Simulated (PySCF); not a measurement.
**Spin states and ions at one geometry of [WH4]+**

PySCF 2.14.0, UKS r2SCAN, W def2-SVP with ECP60, H def2-SVP; non-relativistic Hamiltonian with scalar-relativistic core potentials where named; density fitting; no spin-orbit coupling; singlets restricted, open shells unrestricted. The geometry is relaxed for charge +1, doublet, vacuum:

```xyz
5

W     0.5899    0.0933    0.0000
H     2.2135   -0.3852    0.0000
H    -1.3940    1.2596    0.0000
H    -1.7056    0.5477    0.0000
H    -0.2556   -1.3525    0.0000
```

Energies count from the relaxed state; an electron taken off or put on is at rest in vacuum. Charges and spins are Mulliken's.

Question: Order these states by energy, lowest first.
A. charge +1, quartet, vacuum
B. charge +2, singlet, vacuum
C. charge +2, triplet, vacuum
D. charge 0, singlet, vacuum
E. charge 0, triplet, vacuum
F. charge +1, doublet, vacuum

Answer: E (-8.26 eV), D (-6.41 eV), A (-0.68 eV), F (0.00 eV), C (15.83 eV), B (17.09 eV).

Question: How do charge and spin on the first atom follow?

Answer: 
```csv
state,spin squared,charge on W1 (e),spin on W1 (e),dipole about the centre of mass (D)
"charge +1, doublet, vacuum",1.74,0.95,1.05,2.70
"charge +1, quartet, vacuum",3.77,0.96,3.20,2.86
"charge +2, singlet, vacuum",0.00,1.56,0.00,2.13
"charge +2, triplet, vacuum",2.01,1.57,2.09,2.39
"charge 0, singlet, vacuum",0.00,0.23,0.00,2.43
"charge 0, triplet, vacuum",2.98,0.27,2.19,2.55
```

With an electron taken off (triplet, the lower of the two states computed) the charges change, summed by element, by W +0.62 e, H +0.38 e. The vertical ionisation energy is 15.83 eV, against −ε(HOMO) = 12.25 eV over both spins of the relaxed state. The level lies 3.6 eV too high, as is usual for semilocal functionals and global hybrids, which keep a self-interaction error.

With an electron put on (triplet, the lower of the two states computed) the charges change, summed by element, by W -0.68 e, H -0.32 e. The vertical electron affinity is 8.26 eV, against −ε(LUMO) = 11.56 eV over both spins of the relaxed state.

Open shells may have lower solutions than those found. Hard to converge, so the more doubtful: charge +1, quartet, vacuum. Spin squared well over S(S+1) tells of spin contamination.

On relaxing from the template, bonds within or between ligands changed, so the formula names the start rather than the bonding at the end. The relaxed state isn't the lowest spin state tried at its geometry. No frequency check is given that shows the relaxed geometry to be a minimum. The relaxed state is spin-contaminated (spin squared 1.74 against 0.75).
